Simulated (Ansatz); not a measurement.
Two members of one family (1-ethyl-3-methylimidazolium salts), computed with Ansatz in the gas phase. Binding counts from free atoms in the multiplicity of their measured ground term, without zero-point energy. A dash marks a value that wasn't run or was left out as unsound. The structures are stationary points that may keep the symmetry of their start. Remarks come from the PBE and PBE0 runs and from stability tests at other levels; not every state was tested. HOMO above LUMO (over both spins in singlets and doublets, within one spin in higher multiplets; at PBE or PBE0), or a gap under 0.15 eV within one spin, warns that the state may not be the lowest or that an electron is smeared out.

First: 1-ethyl-3-methylimidazolium tetrafluoroborate (singlet, charge 0, PBE-D4/def2-SVP geometry).

| atom | x (Å) | y (Å) | z (Å) |
| --- | --- | --- | --- |
| C1 | -2.8418 | 1.2738 | -0.0676 |
| C2 | -1.3895 | 1.3170 | -0.5284 |
| N3 | -0.4696 | 0.7026 | 0.4410 |
| C4 | 0.0698 | 1.2814 | 1.5765 |
| C5 | 0.9757 | 0.3845 | 2.0917 |
| N6 | 0.9716 | -0.7196 | 1.2520 |
| C7 | 1.8387 | -1.8925 | 1.3285 |
| C8 | 0.0902 | -0.5047 | 0.2615 |
| H9 | -3.4869 | 1.7460 | -0.8344 |
| H10 | -2.9951 | 1.8162 | 0.8872 |
| H11 | -3.1868 | 0.2286 | 0.0648 |
| H12 | -1.2289 | 0.7639 | -1.4758 |
| H13 | -1.0373 | 2.3550 | -0.6899 |
| H14 | -0.2168 | 2.2817 | 1.9154 |
| H15 | 1.6289 | 0.4480 | 2.9666 |
| H16 | 1.9806 | -2.2650 | 0.2953 |
| H17 | 1.3873 | -2.6720 | 1.9734 |
| H18 | 2.8165 | -1.5896 | 1.7442 |
| H19 | -0.1043 | -1.1560 | -0.6066 |
| F20 | 1.5019 | -0.7897 | -3.8582 |
| B21 | 1.0672 | -0.7527 | -2.5563 |
| F22 | 1.6747 | -1.7780 | -1.7616 |
| F23 | 1.3193 | 0.4988 | -1.9366 |
| F24 | -0.3654 | -0.9779 | -2.4829 |

```json
{"level": "PBE-D4/def2-SVP", "HOMO (eV)": "-6.44", "LUMO (eV)": "-1.86", "gap (eV)": "4.57", "vertical IE (eV)": "–", "binding per atom (eV)": "4.69"}
{"level": "PBE-D4/def2-TZVP", "HOMO (eV)": "-6.89", "LUMO (eV)": "-2.00", "gap (eV)": "4.89", "vertical IE (eV)": "9.53", "binding per atom (eV)": "4.61"}
{"level": "r2SCAN-D4/def2-TZVP", "HOMO (eV)": "-7.29", "LUMO (eV)": "-1.82", "gap (eV)": "5.46", "vertical IE (eV)": "–", "binding per atom (eV)": "4.48"}
{"level": "PBE0-D4/def2-SVP", "HOMO (eV)": "-8.26", "LUMO (eV)": "-0.90", "gap (eV)": "7.36", "vertical IE (eV)": "–", "binding per atom (eV)": "4.58"}
{"level": "PBE0-D4/def2-TZVP", "HOMO (eV)": "-8.27", "LUMO (eV)": "-1.01", "gap (eV)": "7.26", "vertical IE (eV)": "10.10", "binding per atom (eV)": "4.50"}
```

Remarks: gap within one spin near zero at PBE or PBE0 (+1 doublet).

Second: 1-ethyl-3-methylimidazolium dicyanamide (singlet, charge 0, PBE-D4/def2-SVP geometry).

```xyz
24

C     0.563    2.047   -2.030
C    -0.797    1.356   -1.978
N    -0.797    0.197   -1.073
C    -0.247   -1.048   -1.347
C    -0.290   -1.776   -0.183
N    -0.870   -0.963    0.777
C    -1.060   -1.311    2.183
C    -1.145    0.232    0.224
H     0.498    2.941   -2.681
H     1.338    1.372   -2.446
H     0.872    2.346   -1.007
H    -1.582    2.046   -1.611
H    -1.125    0.991   -2.973
H     0.145   -1.303   -2.335
H     0.116   -2.760    0.076
H    -0.248   -2.010    2.467
H    -2.054   -1.779    2.336
H    -0.973   -0.391    2.790
H    -1.528    1.107    0.755
N     0.907    1.777    1.266
C     1.647    0.869    1.498
N     2.500   -0.080    1.758
C     2.194   -1.349    1.761
N     1.935   -2.512    1.774
```

Q: Estimate the same table for the second.

A: 
```
              level  HOMO (eV)  LUMO (eV)  gap (eV)  vertical IE (eV)  binding per atom (eV)
    PBE-D4/def2-SVP      -4.40      -2.06      2.34                 –                   4.81
   PBE-D4/def2-TZVP      -4.68      -2.17      2.50              7.65                   4.74
r2SCAN-D4/def2-TZVP      -4.90      -2.00      2.89                 –                   4.54
   PBE0-D4/def2-SVP      -5.60      -1.15      4.45                 –                   4.65
  PBE0-D4/def2-TZVP      -5.82      -1.23      4.59              7.73                   4.59
```
